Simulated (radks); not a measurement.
Yb XX, configuration [Kr] 4d10 4f5. Method: scalar-relativistic Kohn-Sham, PBEsol, spin-polarised, spherical densities, finite nucleus; open shells are filled with parallel spins first (spin-orbit coupling, left out, can overturn this in heavy ions); Fermi nuclear charge, rms radius 5.3108 fm; computed with a radial shooting solver on a logarithmic mesh with Libxc functionals.

Radial electron density D(r) = 4 pi r^2 rho(r):

r (bohr)  D(r) (e/bohr)  spin D(r)
0.001179          7.786  -0.000141
0.001511          11.38  -0.000206
0.001936          16.43  -0.000296
0.002501          23.56  -0.000421
0.003205          32.67  -0.000579
0.004107          44.07  -0.000775
0.005263          57.38   -0.00100
0.006744          71.44   -0.00125
0.008642          84.13   -0.00150
0.01107           92.63   -0.00179
0.01419           94.61   -0.00223
0.01819           90.34   -0.00314
0.02349           84.56   -0.00505
0.0301            86.22   -0.00813
0.03858           100.2    -0.0117
0.04943           119.7    -0.0129
0.06335           126.9   -0.00578
0.08118           113.4     0.0244
0.104             98.23      0.131
0.1333            104.4      0.489
0.1708            114.1       1.47
0.2207            90.73       3.59
0.2828            56.54       6.67
0.3624            53.06       9.54
0.4643            59.23       10.1
0.595             41.70       7.68
0.7625            16.26       3.90
0.9771            3.393       1.20
1.252            0.3618      0.193
1.605           0.01769     0.0131

D(r) has 4 maxima, at r = 0.0134, 0.0609, 0.167, 0.446 bohr, and minima at 0.0259, 0.110, 0.327 bohr, inside which lie 1.92, 11.14, 29.60 electrons.
